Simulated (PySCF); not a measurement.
**Worked example: dipole moment from atomic charges**

2-bromo-1,1-difluoroethane (C2H3BrF2), SMILES FC(F)CBr. Atoms are numbered in the order given.

```xyz
8

F     -1.7913    -0.4839     0.7237
C     -1.3770     0.4709    -0.1274
F     -2.1503     1.5644     0.0628
C      0.0528     0.8598     0.1628
Br     1.2700    -0.5903    -0.1967
H     -1.5203     0.1098    -1.1608
H      0.1463     1.1348     1.2216
H      0.3427     1.7083    -0.4685
```

Coordinates come from a PBE0-D3(BJ)/def2-SVP optimisation. Other conformers were not sampled.

Charges (e) from CAM-B3LYP/def2-TZVP run with PySCF:

```csv
atom,Mulliken,ESP fit
F1,-0.191,-0.219
C2,0.281,0.497
F3,-0.200,-0.236
C4,-0.208,-0.551
Br5,-0.079,-0.061
H6,0.090,0.068
H7,0.153,0.267
H8,0.153,0.235
```

The dipole moment of the full density is 1.48 D.

What dipole moment does each set of point charges give, and which comes closer to that of the density?


μ = Σ q r, and 1 e Å = 4.8032 D.
Mulliken: Σ q r = (0.212, 0.225, -0.194) e Å, |μ| = 1.75 D.
ESP fit: Σ q r = (0.125, 0.245, -0.177) e Å, |μ| = 1.57 D.
ESP fit comes closer in size. Point charges leave out the atoms' own dipoles (lone pairs, polarised bonds); fits to the potential absorb them, partitions of the density don't.
